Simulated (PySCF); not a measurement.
Ionising TlP

UHF-CCSD(T); basis Tl def2-SVP with ECP60, P def2-SVP; scalar-relativistic core potentials; PySCF 2.14. Neutral (UHF): triplet (π ↑↑), Re = 2.761 Å, ωe = 226 cm⁻¹, De = 1.22 eV.

TlP⁺ (UHF): quartet (σ ↑, π ↑↑), Re = 3.353 Å, ωe = 78.9 cm⁻¹. The energies at the minima are -512.30254 hartree for TlP and -512.07317 for TlP⁺.

Work out the adiabatic ionisation energy, without and with harmonic zero-point energies (1 hartree = 27.2114 eV, 1 eV = 8065.5 cm⁻¹), and the change of the bond length.

At UHF-CCSD(T): 0.22937 hartree = 6.241 eV between the minima; the zero-point term (78.9 − 226.0)/2 cm⁻¹ = -0.009 eV makes it 6.232 eV. Re changes by +59.2 pm against the neutral. The electron leaves a σ orbital, and the ion is left as a loose complex of an ion and an atom.

Correlated steps freeze 9 core orbitals. Correlated levels converge slowly with the basis: in double zeta they bind strong bonds too weakly, by up to about 1 eV, and carry superposition errors of some tenths. These are scalar-relativistic numbers at best; spin–orbit coupling would shift them, the dissociation energy most. States were picked by a PBE0 search and need not be the measured ground states.
